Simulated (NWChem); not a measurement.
Everything below was run with NWChem. System: CHO2, charge 0, spin multiplicity 2, at a geometry optimised with UPBE0/def2-SVP. The structure started from a generated list of species. Its SCF solution wasn't tested for a lower state. Level: UHF/def2-TZVP.

Output (cleaned and shortened):

```
             Northwest Computational Chemistry Package (NWChem) 7.3.0
             --------------------------------------------------------

                                NWChem Input Module
                                -------------------

 Scaling coordinates for geometry "geometry" by  1.889725989
 (inverse scale =  0.529177249)

 Turning off AUTOSYM since
 SYMMETRY directive was detected!

                             Geometry "geometry" -> ""
                             -------------------------

 Output coordinates in angstroms (scale by  1.889725989 to convert to a.u.)

  No.       Tag          Charge          X              Y              Z
 ---- ---------------- ---------- -------------- -------------- --------------
    1 O                    8.0000    -0.94527500     0.68076400     0.00000000
    2 C                    6.0000    -0.30550600    -0.31327400     0.00000000
    3 O                    8.0000     0.99442800    -0.49295200     0.00000000
    4 H                    1.0000     1.43981600     0.37715200     0.00000000

 Effective nuclear repulsion energy (a.u.)      63.5645329945

            Nuclear Dipole moment (a.u.)
            ----------------------------
        X                 Y               Z
 ---------------- ---------------- ----------------
     0.0000075589     0.0000075589     0.0000000000

      Symmetry information
      --------------------

 Group name             Cs
 Group number              2
 Group order               2
 No. of unique centers     4

      Symmetry unique atoms

     1    2    3    4


 Summary of "ao basis" -> "" (spherical)
 ------------------------------------------------------------------------------
       Tag                 Description            Shells   Functions and Types
 ---------------- ------------------------------  ------  ---------------------
 *                         def2-tzvp                  on all atoms

 Summary of "ao basis" -> "ao basis" (spherical)
 ------------------------------------------------------------------------------
       Tag                 Description            Shells   Functions and Types
 ---------------- ------------------------------  ------  ---------------------
 O                         def2-tzvp                11       31   5s3p2d1f
 C                         def2-tzvp                11       31   5s3p2d1f
 H                         def2-tzvp                 4        6   3s1p

                                 NWChem SCF Module
                                 -----------------

  ao basis        = "ao basis"
  functions       =    99
  atoms           =     4
  alpha electrons =    12
  beta  electrons =    11
  charge          =   0.00
  wavefunction    = UHF
  use symmetry    = T
  symmetry adapt  = T

 Summary of "ao basis" -> "ao basis" (spherical)
 ------------------------------------------------------------------------------
       Tag                 Description            Shells   Functions and Types
 ---------------- ------------------------------  ------  ---------------------
 O                         def2-tzvp                11       31   5s3p2d1f
 C                         def2-tzvp                11       31   5s3p2d1f
 H                         def2-tzvp                 4        6   3s1p

      Symmetry analysis of basis
      --------------------------

        a'         68
        a"         31

 Forming initial guess at       0.1s

   Symmetry analysis of molecular orbitals - initial alpha
   -------------------------------------------------------

  Numbering of irreducible representations:

     1 a'          2 a"

  Orbital symmetries:

     1 a'          2 a'          3 a'          4 a'          5 a'
     6 a'          7 a'          8 a'          9 a"         10 a'
    11 a"         12 a'         13 a"         14 a'         15 a'
    16 a'         17 a'         18 a"         19 a'         20 a'
    21 a'         22 a"

   Symmetry analysis of molecular orbitals - initial beta
   ------------------------------------------------------

  Numbering of irreducible representations:

     1 a'          2 a"

  Orbital symmetries:

     1 a'          2 a'          3 a'          4 a'          5 a'
[...]
   Bfn.  Coefficient  Atom+Function         Bfn.  Coefficient  Atom+Function
  ----- ------------  ---------------      ----- ------------  ---------------
    45      0.850265  2 C  pz                14     -0.520507  1 O  pz
    42      0.352978  2 C  pz                76     -0.354718  3 O  pz
    39      0.316513  2 C  pz                 8     -0.252893  1 O  pz
    11     -0.197599  1 O  pz                70     -0.167864  3 O  pz

 Vector   15  Occ=0.000000D+00  E= 2.351717D-01  Symmetry=a'
              MO Center= -5.9D-01,  1.8D-01, -4.6D-14, r^2= 4.8D+00
   Bfn.  Coefficient  Atom+Function         Bfn.  Coefficient  Atom+Function
  ----- ------------  ---------------      ----- ------------  ---------------
    36      3.820729  2 C  s                  5     -3.003354  1 O  s
    44      1.226718  2 C  py                96     -0.894365  4 H  s
    41      0.702366  2 C  py                13      0.667178  1 O  py
    67     -0.627490  3 O  s                 12     -0.594547  1 O  px
    74      0.446248  3 O  px                35      0.232315  2 C  s

                     UHF Final Beta Molecular Orbital Analysis
                     -----------------------------------------

 Vector    9  Occ=1.000000D+00  E=-6.567886D-01  Symmetry=a"
              MO Center=  2.8D-01, -1.6D-01,  1.4D-12, r^2= 1.5D+00
   Bfn.  Coefficient  Atom+Function         Bfn.  Coefficient  Atom+Function
  ----- ------------  ---------------      ----- ------------  ---------------
    70      0.338362  3 O  pz                73      0.311480  3 O  pz
     8      0.211209  1 O  pz                11      0.188423  1 O  pz
    39      0.188400  2 C  pz                76      0.174508  3 O  pz
    42      0.161992  2 C  pz

 Vector   10  Occ=1.000000D+00  E=-5.283867D-01  Symmetry=a"
              MO Center= -1.9D-01,  1.8D-01, -5.9D-13, r^2= 1.8D+00
   Bfn.  Coefficient  Atom+Function         Bfn.  Coefficient  Atom+Function
  ----- ------------  ---------------      ----- ------------  ---------------
     8      0.347446  1 O  pz                11      0.315037  1 O  pz
    70     -0.294137  3 O  pz                73     -0.270892  3 O  pz
    14      0.192612  1 O  pz                76     -0.192823  3 O  pz

 Vector   11  Occ=1.000000D+00  E=-5.169919D-01  Symmetry=a'
              MO Center= -6.0D-01,  2.9D-01,  2.8D-14, r^2= 1.4D+00
   Bfn.  Coefficient  Atom+Function         Bfn.  Coefficient  Atom+Function
  ----- ------------  ---------------      ----- ------------  ---------------
     6      0.354370  1 O  px                 9      0.320945  1 O  px
    12      0.199071  1 O  px                69     -0.164883  3 O  py
    72     -0.153194  3 O  py

 Vector   12  Occ=0.000000D+00  E= 6.075826D-02  Symmetry=a'
              MO Center=  1.0D-01, -2.8D-01, -2.2D-13, r^2= 3.5D+00
   Bfn.  Coefficient  Atom+Function         Bfn.  Coefficient  Atom+Function
  ----- ------------  ---------------      ----- ------------  ---------------
    36      0.897267  2 C  s                 67     -0.865074  3 O  s
    96      0.781818  4 H  s                  5     -0.419284  1 O  s
    35      0.292357  2 C  s                 13      0.272227  1 O  py
    44     -0.200168  2 C  py                38     -0.192482  2 C  py

 Vector   13  Occ=0.000000D+00  E= 1.577581D-01  Symmetry=a'
              MO Center=  1.1D+00,  4.0D-01, -1.6D-14, r^2= 4.3D+00
   Bfn.  Coefficient  Atom+Function         Bfn.  Coefficient  Atom+Function
  ----- ------------  ---------------      ----- ------------  ---------------
    96      1.818370  4 H  s                 36     -1.052190  2 C  s
    67     -0.619433  3 O  s                 75     -0.492709  3 O  py
    74     -0.396244  3 O  px                44      0.262957  2 C  py
    13     -0.173049  1 O  py

 Vector   14  Occ=0.000000D+00  E= 1.894262D-01  Symmetry=a"
              MO Center= -3.7D-01, -3.3D-01,  2.3D-13, r^2= 2.5D+00
   Bfn.  Coefficient  Atom+Function         Bfn.  Coefficient  Atom+Function
  ----- ------------  ---------------      ----- ------------  ---------------
    45      1.035823  2 C  pz                14     -0.530598  1 O  pz
    76     -0.384753  3 O  pz                39      0.291279  2 C  pz
    42      0.262758  2 C  pz                 8     -0.229281  1 O  pz
    11     -0.175052  1 O  pz                70     -0.167531  3 O  pz

 center of mass
 --------------
 x =  -0.06000369 y =  -0.01575479 z =   0.00000000

 moments of inertia (a.u.)
 ------------------
          45.057479766374          58.743325829211           0.000000000000
          58.743325829211         118.820949314541           0.000000000000
           0.000000000000           0.000000000000         163.878429080915

  Mulliken analysis of the total density
  --------------------------------------

    Atom       Charge   Shell Charges
 -----------   ------   -------------------------------------------------------
    1 O    8     8.37   0.79  1.18  0.59  0.94  0.33  1.83  1.93  0.75  0.00  0.03  0.00
    2 C    6     5.55   0.86  1.12  0.54  0.53  0.13  1.10  0.88  0.15  0.06  0.16  0.02
    3 O    8     8.45   0.79  1.18  0.56  0.97  0.27  1.86  2.06  0.72  0.00  0.03  0.00
    4 H    1     0.63   0.23  0.32  0.04  0.04

  Mulliken analysis of the alpha density
  --------------------------------------

    Atom       Charge   Shell Charges
 -----------   ------   -------------------------------------------------------
    1 O    8     4.25   0.40  0.59  0.30  0.47  0.16  0.96  0.99  0.36  0.00  0.02  0.00
    2 C    6     3.18   0.43  0.56  0.31  0.33  0.11  0.67  0.54  0.09  0.03  0.08  0.01
    3 O    8     4.23   0.40  0.59  0.29  0.49  0.12  0.94  1.04  0.35  0.00  0.02  0.00
    4 H    1     0.35   0.12  0.17  0.03  0.02

   Mulliken analysis of the beta density
   -------------------------------------

    Atom       Charge   Shell Charges
 -----------   ------   -------------------------------------------------------
    1 O    8     4.12   0.40  0.59  0.29  0.47  0.17  0.87  0.94  0.39  0.00  0.02  0.00
    2 C    6     2.37   0.43  0.56  0.23  0.19  0.01  0.42  0.34  0.06  0.03  0.08  0.01
    3 O    8     4.22   0.40  0.59  0.27  0.48  0.15  0.92  1.03  0.37  0.00  0.01  0.00
    4 H    1     0.29   0.11  0.14  0.01  0.02

   Mulliken analysis of the spin density
   -------------------------------------

    Atom       Charge   Shell Charges
 -----------   ------   -------------------------------------------------------
    1 O    8     0.12   0.00 -0.00  0.01  0.01 -0.00  0.09  0.05 -0.02  0.00 -0.00  0.00
    2 C    6     0.81   0.00 -0.01  0.08  0.14  0.10  0.25  0.21  0.02  0.00  0.01 -0.00
    3 O    8     0.01   0.00 -0.00  0.01  0.01 -0.03  0.02  0.01 -0.03  0.00  0.00  0.00
    4 H    1     0.06   0.01  0.03  0.02 -0.00

       Multipole analysis of the density wrt the origin
       ------------------------------------------------

     L   x y z        total         alpha         beta         nuclear
     -   - - -        -----         -----         ----         -------
     0   0 0 0     -0.000000    -12.000000    -11.000000     23.000000

     1   1 0 0      0.838054      0.797351      0.040695      0.000008
     1   0 1 0      0.034906      0.508399     -0.473501      0.000008
     1   0 0 1      0.000000     -0.000000      0.000000      0.000000

     2   2 0 0    -12.365397    -38.823622    -36.722932     63.181157
     2   1 1 0      2.814810     15.118195     16.095303    -28.398688
     2   1 0 1     -0.000000     -0.000000     -0.000000      0.000000
     2   0 2 0    -13.165000    -19.437399    -16.520339     22.792738
     2   0 1 1      0.000000     -0.000000      0.000000      0.000000
     2   0 0 2    -11.974963     -6.348460     -5.626503      0.000000

 Task  times  cpu:        4.9s     wall:        4.9s

 Total times  cpu:        4.9s     wall:        4.9s
```

Task: Write an NWChem input that would produce this output.

Result: Several could match; the one computed here: 
```
start mol
memory heap 200 mb stack 900 mb global 1100 mb
geometry units angstroms nocenter noautoz
  O     -0.945275     0.680764     0.000000
  C     -0.305506    -0.313274     0.000000
  O      0.994428    -0.492952     0.000000
  H      1.439816     0.377152     0.000000
  symmetry group Cs
end
basis spherical
  * library def2-tzvp
end
scf
  uhf
  nopen 1
  maxiter 100
  thresh 1e-7
  semidirect memsize 60000000 filesize 0
  # guess.movecs holds the orbitals of an unrestricted PBE0 run
  vectors input guess.movecs output mol.movecs
end
task scf energy
```
